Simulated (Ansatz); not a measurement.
`N[Si](N)(F)Cl` + H₂ → `N[SiH](F)Cl` + NH₃ at 600 K and 1 bar (hydrogenolysis of the Si–N bond).

Isolated molecules relaxed with PBE0-D4/def2-TZVP in Ansatz; ΔE leaves out vibrations. CBS: MP2 limit from def2 TZ/QZ plus the TZ coupled-cluster correction, frozen cores. This one scheme is used for every species. Each species was taken in one conformer, which may not be the lowest.

| species | CCSD(T)/CBS energy (Eh) | H − E (kJ/mol) | S (J/(mol·K)) |
| --- | --- | --- | --- |
| `N[Si](N)(F)Cl` | -960.67132 | 213.9 | 432.9 |
| H₂ | -1.17544 | 43.9 | 150.8 |
| `N[SiH](F)Cl` | -905.31614 | 152.4 | 387.3 |
| NH₃ | -56.50880 | 112.4 | 219.5 |

H − E and S are ideal-gas, rigid-rotor, harmonic terms from PBE0-D4/def2-TZVP, for one conformer and one mirror image of each species. The MP2-based limit puts H₂ 0.8 mEh under its directly extrapolated value; such offsets cancel only in part. 1 Eh = 2625.50 kJ/mol, R = 8.31446 J/(mol·K).

Q: By hand: ΔE, ΔH, ΔS and ΔG.

A: ΔE = (-905.31614) + (-56.50880) − (-960.67132) − (-1.17544) = 0.02182 Eh = 57.3 kJ/mol. Δ(H − E) = 152.4 + 112.4 − 213.9 − 43.9 = 7.0, so ΔH = 64.3 kJ/mol. ΔS = 387.3 + 219.5 − 432.9 − 150.8 = 23.1 J/(mol·K). ΔG = 64.3 − 600 × (23.1)/1000 = 50.4 kJ/mol.

Q: By hand: the equilibrium constant, and the temperature at which ΔG would vanish if ΔH and ΔS stayed fixed.

A: log₁₀ K = −ΔG/(RT ln 10) = -4.4. ΔG = 0 at ΔH/ΔS = 2784 K, far beyond where these terms or the molecules hold.

ΔH outweighs TΔS. A doubt of 5 kJ/mol in ΔE shifts log₁₀ K by 0.4 here. Other conformers and mirror images would add mixing entropy, several J/(mol·K) or more a flexible species. These are equilibria of isolated gas molecules and say nothing of rates. Largest T1 diagnostic: 0.010 (customary marks: 0.02 for closed shells, 0.045 for open ones).
